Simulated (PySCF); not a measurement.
**Ionisation energy of Xe³⁷⁺ by level of theory**

Xe³⁷⁺ [Ne] 3s2 3p5 (2P) → Xe³⁸⁺ [Ne] 3s2 3p4 (3P), as a difference of total energies. All numbers are calculated (PySCF 2.14, scalar relativity by spin-free X2C-1e, in an even-tempered Gaussian basis (18 s from 6.2 bohr⁻², ratio 2.5; 12 p from 8.1 bohr⁻², ratio 2.5; 5 d from 37 bohr⁻², ratio 2.7; 4 f from 55 bohr⁻², ratio 2.7)). Correlated levels: outer shells: 1s2 frozen; virtual orbitals above 40 to 60 times the deepest correlated orbital energy dropped. The calculations carry no spin-orbit coupling.

```
                method  ionisation energy (eV)
                   UHF                  2660.8
                   LDA                  2662.9
                   PBE                  2663.3
                  PBE0                  2663.2
                r2SCAN                  2663.5
                  TPSS                  2663.3
                M06-2X                  2663.6
    MP2 (outer shells)                  2661.8
SCS-MP2 (outer shells)                  2661.7
```

Spin-orbit coupling is strong in these open shells (close to jj coupling). The scalar numbers leave it out and a first-order estimate fails, so it can dominate the gap to the real levels.

Breit and QED terms and the two-electron picture change are absent.

For comparison: 2637 ± 4 eV (theoretical estimate listed by NIST; NIST Atomic Spectra Database, ionization energies).
